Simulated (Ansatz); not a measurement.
Which is lower?

The two ends of one reaction step of TiHCl3O, closed shell (PBE0-D4/def2-TZVP).

A:

```xyz
6
angstrom
Ti 0.2825 0.4479 0.3821
Cl -1.3640 -0.9413 -0.9875
O 1.5376 -0.4702 0.0353
H -0.3886 -1.7237 -1.3045
Cl 0.3356 2.4342 -0.6123
Cl -0.4031 0.2531 2.4867
```

B:

Ti1  (-0.206, 0.296, 0.077)
Cl2  (-2.118, -0.306, -0.778)
O3  (1.038, -0.790, -0.485)
H4  (1.348, -1.695, -0.539)
Cl5  (0.282, 2.334, -0.524)
Cl6  (-0.345, 0.161, 2.248)
(Å)

Ansatz 0.2.0; basis: def2-TZVPP; cores frozen in the correlated methods. B3LYP uses VWN-RPA correlation.

**Question.** Which structure is lower at CCSD(T), and by how much? (To be estimated.)

**Answer.** By the calculation: B, by 134.7 kJ/mol (electronic energy, against the other). By their contacts, A is TiHCl₃O ([O][Ti]([Cl])([Cl])[ClH]) and B is TiHCl₃O ([OH][Ti]([Cl])([Cl])[Cl]).

All methods give the same order:

```tsv
method	E(B) − E(A) (kJ/mol)
SPW92	-171.7
PBE-D4	-157.7
BLYP-D4	-158.8
r2SCAN-D4	-168.5
B97M-V	-171.2
PBE0-D4	-165.3
B3LYP-D4	-165.2
r2SCAN0-D4	-173.2
BHLYP-D4	-177.7
CAM-B3LYP-D4	-161.4
wB97X-V	-151.4
wB97M-V	-155.7
B2PLYP	-134.4
PBE-QIDH	-138.8
RPA on PBE	-135.1
HF	-196.4
MP2	-89.8
CCSD	-145.5
CCSD(T)	-134.7
```

No T1 diagnostic of these runs exceeds 0.025.

Labels in which every atom is bracketed show which atoms are joined, not bond orders.

For scale, one of the runs: CCSD(T)/def2-TZVPP, 235 basis functions, launched by `ansatz run in.yaml --threads 8 --pin off --events-out ev --progress --plain --max-ram 19148MiB`. Hardware: 8 CPU threads of an Arm Neoverse V1, shared host. Wall time 2.2 min; peak host memory 4.2 GiB.
